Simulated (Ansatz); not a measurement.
A made-up structure of AlH2Se (charge -1), singlet:

```tsv
atom	x (Å)	y (Å)	z (Å)
Al1	-0.0589	-0.0212	-0.0296
Se2	1.4735	0.5293	0.7378
H3	-1.0067	1.0936	-0.7229
H4	-0.4079	-1.6017	0.0147
```

It is relaxed with PBE-D4/def2-SVPD and then PBE0-D4/def2-TZVPD (Ansatz 0.2.0). Atoms count as bonded within 1.22 times the sum of their covalent radii (H–H: 0.88 Å). The end point is not checked to be a true minimum.

(1) Does its bonding change? (A judgement: the text doesn't fix the answer.)

## Answers

(1) By the calculation: No: no bond forms or breaks.

Where it ends: The first stage lowers the energy by 2.98 eV in 6 steps. It ends as AlH₂Se ([AlH2][Se]), total charge -1:
```
4
angstrom
Al -0.0727 -0.0261 -0.0364
Se 1.8190 0.6534 0.9108
H -1.1504 0.9342 -0.7787
H -0.5959 -1.5614 -0.0957
```

Labels in which every atom is bracketed show which atoms are joined, not bond orders.

For scale, one of the runs: PBE0-D4/def2-TZVPD relaxation, 118 basis functions, launched by `ansatz run in.yaml --threads 2 --pin off --events-out ev --progress --plain --max-ram 4352MiB`. Hardware: 2 CPU threads of an Intel Xeon Platinum 8259CL, shared host. Wall time about 11 s.
